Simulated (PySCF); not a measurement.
Compound: C5H8OSi.
Cartesian coordinates in Å at the PBE0-D3(BJ)/def2-SVP level; atoms count from 1:
```xyz
15
C5H8OSi angstrom
C     -1.499    0.065   -2.522
C     -1.250   -0.259   -1.130
C     -1.004   -0.512    0.035
C     -0.726   -0.810    1.394
C      0.428   -0.512    2.023
O      1.500    0.099    1.517
Si     1.909    0.732    0.005
H     -0.799    0.842   -2.871
H     -2.521    0.447   -2.668
H     -1.372   -0.816   -3.172
H     -1.495   -1.317    1.984
H      0.563   -0.777    3.077
H      3.282    1.261    0.233
H      1.954   -0.327   -1.041
H      1.008    1.850   -0.389
```

Computed with PySCF 2.14.0, PBE0-D3(BJ)/def2-SVP geometry optimisation, gas phase.

Take the most abundant isotopes and a rigid rotor. The values belong to one conformer with, in the numbering `[CH3:1][C:2]#[C:3]/[CH:4]=[CH:5]\[O:6][SiH3:7]`, C4–C5–O6–Si7 0°.

(1) Give the principal moments of inertia and the rotational constants in GHz.

(2) Classify the top.

(3) What does the inertial defect say?

(4) List the rotational levels J(Ka,Kc) to J = 5 (MHz).

(5) Which lines would a microwave search look for?

## Answers

(1) Ia = 165.75, Ib = 340.67, Ic = 497.12 u·Å²; 505379 MHz·u·Å²/I gives 3049, 1483 and 1017 MHz, that is A = 3.0491, B = 1.4835, C = 1.0166 GHz.

(2) An asymmetric top; Ray's κ = -0.541.

(3) Not planar: Δ = Ic − Ia − Ib = -9.30 u·Å². For a rigid frame Δ = −2 Σ m c², so Σ m c² = 4.65 u·Å² lies off the ab plane, practically all of it from hydrogen. The atom farthest from that plane is 1.24 Å away.

(4) Above 0(0,0):
J = 1: 1(0,1) 2500, 1(1,1) 4066, 1(1,0) 4533
J = 2: 2(0,2) 7411, 2(1,2) 8599, 2(1,1) 10000, 2(2,1) 14697, 2(2,0) 14786
J = 3: 3(0,3) 14572, 3(1,3) 15348, 3(1,2) 18138, 3(2,2) 22197, 3(2,1) 22626, 3(3,1) 31244, 3(3,0) 31255
J = 4: 4(0,4) 23823, 4(1,4) 24263, 4(1,3) 28856, 4(2,3) 32127, 4(2,2) 33304, 4(3,2) 41395, 4(3,1) 41471, 4(4,1) 53856, 4(4,0) 53858
J = 5: 5(0,5) 35076, 5(1,5) 35300, 5(1,4) 42014, 5(2,4) 44429, 5(2,3) 46845, 5(3,3) 54107, 5(3,2) 54396, 5(4,2) 66556, 5(4,1) 66566, 5(5,1) 82564, 5(5,0) 82564
The levels of one J sum to (2J + 1)J(J + 1)(A + B + C)/3.

(5) The dipole components are |μa| = 0.96 D, |μb| = 0.59 D, |μc| = 0.00 D. The squared components, which scale the intensities, stand as 1.00 : 0.38 : 0.00 (a : b : c). Some lines, for components of 0.1 D or more:

| type | branch | J(Ka,Kc) | MHz | lower level (cm⁻¹) |
| --- | --- | --- | --- | --- |
| a | Q | 3(2,1) ← 3(2,2) | 429 | 0.740 |
| a | Q | 4(2,2) ← 4(2,3) | 1177 | 1.072 |
| a | Q | 2(1,1) ← 2(1,2) | 1401 | 0.287 |
| b | Q | 2(2,0) ← 2(1,1) | 4787 | 0.334 |
| a | R | 2(0,2) ← 1(0,1) | 4910 | 0.083 |
| b | R | 3(0,3) ← 2(1,2) | 5973 | 0.287 |
| b | R | 2(1,2) ← 1(0,1) | 6099 | 0.083 |
| a | R | 3(0,3) ← 2(0,2) | 7161 | 0.247 |
| a | R | 3(2,1) ← 2(2,0) | 7839 | 0.493 |
| b | Q | 4(2,3) ← 4(1,4) | 7864 | 0.809 |
| a | R | 3(1,2) ← 2(1,1) | 8138 | 0.334 |
| b | Q | 3(3,0) ← 3(2,1) | 8629 | 0.755 |
| a | R | 4(0,4) ← 3(0,3) | 9251 | 0.486 |
| a | R | 4(3,2) ← 3(3,1) | 10152 | 1.042 |
| a | R | 4(2,2) ← 3(2,1) | 10679 | 0.755 |
| b | R | 4(2,3) ← 3(1,2) | 13989 | 0.605 |
| b | R | 3(3,0) ← 2(2,1) | 16558 | 0.490 |
| b | R | 4(2,2) ← 3(1,3) | 17957 | 0.512 |
| b | R | 4(3,2) ← 3(2,1) | 18770 | 0.755 |
| b | R | 4(4,0) ← 3(3,1) | 22614 | 1.042 |

Stationary, but not proved a minimum. No vibrational averaging or centrifugal distortion is included, and the geometry carries the error of its method. A rigid rotor knows nothing of internal rotation, which can split or shift real lines.

On one thread, Intel Xeon at 2.50 GHz (x86_64), shared host with 64 logical CPUs at a one-minute load of 62, this took 3.1 min wall and 0.64 GiB of memory at its peak. These figures are those of the optimisation.
